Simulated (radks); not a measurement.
The numbers below are computed, except where a source is named.
Q: Rh13+, configuration [Ar] 3d10 4s2 4p2 (the NIST ground configuration). Code: a radial shooting solver on a logarithmic mesh with Libxc functionals. Model: non-relativistic Kohn-Sham, TPSS, spin-polarised, spherical densities, point nucleus; open shells are filled with parallel spins first (spin-orbit coupling, left out, can overturn this in heavy ions); meta-GGA in the generalised Kohn-Sham scheme; relativity is left out, which matters for an element this heavy. Some entries of the table are withheld. Estimate them.

orbital,occ.,eigenvalue (eV),r(max) (bohr)
1s up,1,-22691.79,0.02239
1s down,1,-22691.19,0.02239
2s up,1,-3475.908,0.1245
2s down,1,-3475.683,0.1245
2p up,3,-3242.387,0.09784
2p down,3,-3241.887,0.09785
3s up,1,-847.9364,0.3611
3s down,1,-847.3024,0.3612
3p up,3,(1),(2)
3p down,3,(3),(4)
3d up,5,-585.6487,(5)
3d down,5,-584.8366,(6)
4s up,1,-323.9564,0.8538
4s down,1,-318.1938,0.8526
4p up,2,-291.6331,0.8774
4p down,0,-286.0591,0.8773

A: 
(1) 3p up eigenvalue (eV): -755.1707
(2) 3p up r(max) (bohr): 0.3479
(3) 3p down eigenvalue (eV): -754.4055
(4) 3p down r(max) (bohr): 0.3480
(5) 3d up r(max) (bohr): 0.2898
(6) 3d down r(max) (bohr): 0.2898
